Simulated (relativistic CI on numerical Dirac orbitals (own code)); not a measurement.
**Hyperfine structure of Zr⁺, mass number 91**

Method of calculation: Dirac-Coulomb-Breit CI, separate exchange-only KLI orbitals for each configuration, a model potential for QED, valence Slater integrals scaled by 0.85, P86 correlation energy added to each configuration (own radial code, finite nucleus).

Configuration list (outside the closed core [Kr]): 4d2.5s, 4d3, 4d2.5p, 4d.5s.5p, 4d.5s2, 4d2.5d, 5s.5p2, 5s2.5p, 4d2.5f, 4d2.5g, 4d.5s.4f, 4d.5p2, 4d2.6s, 4d.5s.6p, 4d2.6p, 4d.5s.6s. Levels of other configurations are missing.

Nuclear spin I = 5/2, μ = -1.3022 μN, Q = -0.176 b (tables of Stone and Pyykkö). The electronic factors are computed for point nuclear moments, without core polarisation; leaving it out makes A of s and p electrons in near-neutral atoms 20 to 40 % too small, and it can dominate for d and f shells.

| Level | E (eV) | A (MHz) | B (MHz) |
| --- | --- | --- | --- |
| 4d2.5s 4F_3/2 | 0.0000 | 376.2 | -13.6 |
| 4d2.5s 4F_5/2 | 0.0339 | -206.9 | -12.9 |
| 4d2.5s 4F_7/2 | 0.0819 | -363.2 | -18.7 |
| 4d2.5s 4F_9/2 | 0.1423 | -412.6 | -29.2 |
| 4d3 4F_3/2 | 0.1639 | -169 | 13.2 |
| 4d3 4F_5/2 | 0.1938 | -104.3 | 13.4 |
| 4d3 4F_7/2 | 0.2333 | -84.33 | 18.5 |
| 4d3 4F_9/2 | 0.2804 | -80.07 | 26.7 |

Levels with J = 0, under 50 % of one LS term, or S terms without an open s electron are left out. Small factors come from cancelling terms and can be off by tens of per cent or more.

Correlation outside the listed configurations is missing or only estimated: errors of thousands of cm⁻¹ between configurations and terms are usual at this charge. Rates and lifetimes follow the computed energies and can be off by large factors. The fine structure of a lone outer electron comes out too small, for d and f at times inverted, and misplaced configurations move strength between like terms. 21 of the 29 excited levels that our extract of the measured tables holds in this range could be paired (the sources list more); they are missed by 1083 cm⁻¹ on average and 1703 at most, and levels without a partner can miss by more. Some levels of the ground configuration have no partner and can miss by 10 % or more.

Task: Give the hyperfine levels of 4d2.5s 4F_3/2 relative to its centre of gravity.

Result: With K = F(F + 1) − I(I + 1) − J(J + 1), E = AK/2 + B[¾K(K + 1) − I(I + 1)J(J + 1)]/[2I(2I − 1)J(2J − 1)]: F = 1: -1984, F = 2: -1221, F = 3: -86.55, F = 4: 1407 MHz.

LS names give the leading component of a level, which can be under half, so a name can repeat, a term be missing and a line seem to break the LS rules.
